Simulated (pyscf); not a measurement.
PySCF, gas phase, ωB97X-D3(BJ)/def2-SVP geometries.

Task: How much does it cost (ΔH, 298 K, ωB97M-D3(BJ)/def2-TZVP) to split `[CH3][GeH2][Sn]([Cl])([Cl])[Cl]` at its Ge–Sn bond into H₃C–GeH₂• + Cl–Sn•(Cl)–Cl?

Result: Ge–Sn to H₃C–GeH₂• + Cl–Sn•(Cl)–Cl: 255.7 kJ/mol. The 7 functionals that were run give +233.2 (M06-2X) to +297.6 kJ/mol (ωB97X-D3(BJ)). Other isomers of H₃C–GeH₂• were not searched in full and may lie lower. Elements up to Kr have no core potential and no relativistic terms here. Elements past Kr carry the def2 core potentials, without spin-orbit coupling.
